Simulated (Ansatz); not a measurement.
`[F][Sn]([F])([SiH3])[Cl]` + `FB(Cl)Br` → `[F][Sn]([F])([Cl])[Cl]` + `FB([SiH3])Br`  (redistribution)

Isolated molecules relaxed with PBE0-D4/def2-TZVP in Ansatz; ΔE leaves out vibrations. CBS: MP2 limit from def2 TZ/QZ plus the TZ coupled-cluster correction, frozen cores. def2 core potentials past Kr. For Br, Sn outer-core shells are correlated without core-valence functions, which leaves a few kJ/mol of doubt a bond. Scalar relativity is left out up to krypton.

```tsv
species	HF/def2-SVP energy (Eh)
`[F][Sn]([F])([SiH3])[Cl]`	-1162.10703
`FB(Cl)Br`	-3155.62112
`[F][Sn]([F])([Cl])[Cl]`	-1330.90512
`FB([SiH3])Br`	-2986.79255
```

**Question.** Work out ΔE.

**Answer.** ΔE = (-1330.90512) + (-2986.79255) − (-1162.10703) − (-3155.62112) = 0.03048 Eh = +80.0 kJ/mol. CCSD(T)/CBS gives +68.4 kJ/mol.

**Question.** What do rigid-rotor, harmonic-oscillator terms from PBE0-D4/def2-TZVP frequencies (298.15 K, 1 bar) make of the CCSD(T)/CBS value? (An estimate is asked.)

**Answer.** The calculation gave: ΔZPE = -0.7 kJ/mol, ΔH = +67.8 kJ/mol, ΔS = -6 J/(mol·K), ΔG = +69.5 kJ/mol. Modes under 50 cm⁻¹ make the entropy rough.

Largest T1 diagnostic among the species: 0.014.

In def2-TZVPP, CCSD(T) changes the Hartree–Fock value by +9.9 kJ/mol (the triples alone add −0.0 kJ/mol) and MP2 by +17.7 kJ/mol. At CCSD(T), def2-SVP lies +11.2 kJ/mol from the extrapolated value and def2-TZVPP +1.5 kJ/mol. From BLYP to BHLYP (50 % exact exchange), in def2-TZVPP and without D4, ΔE moves by −3.7 kJ/mol.
